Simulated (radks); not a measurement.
The numbers below are computed, except where a source is named.
Task: Numerical settings for neutral osmium, [Xe] 4f14 5d6 6s2. Code: a radial shooting solver on a logarithmic mesh with Libxc functionals. Model: non-relativistic Kohn-Sham, PBE, spin-unpolarised, spherical densities, point nucleus; relativity is left out, which matters for an element this heavy. The defaults (mesh step 0.008 in ln r, mesh end at 40 bohr or more with all orbitals vanishing there, Anderson mixing 0.5 over 9 steps, residual threshold near 1e-9 with the energy settled to 1e-9 hartree or 1e-11 of itself, here a cap of 93 iterations) give E = -16294.2605 hartree and 6s at -4.987 eV in 14 iterations. Run on one thread of a shared host, so times are rough (Arm Neoverse N1): 0.17 s of CPU time, 0.17 s wall, 14 iterations on 2728 mesh points. One setting is changed at a time: mesh step in ln r 0.2; mesh step in ln r 0.02; mesh step in ln r 0.012; mesh end (bohr) 400; mesh end (bohr) 1; residual threshold 1e-05; residual threshold 0.001; mixing 1; linear mixing, mixing 0.2; linear mixing, mixing 1; mixing history 3; iteration cap 8. Which runs fail to converge, and which converge to a wrong energy?

Result: Not converged within the cap: mesh step in ln r 0.2; linear mixing, mixing 1; iteration cap 8. Settled on a wrong energy, with an occupied level pushed above zero by the early mesh end: mesh end (bohr) 1 (+350 hartree). Apart from these: no run marked as converged misses the energy by more than 1 mhartree.
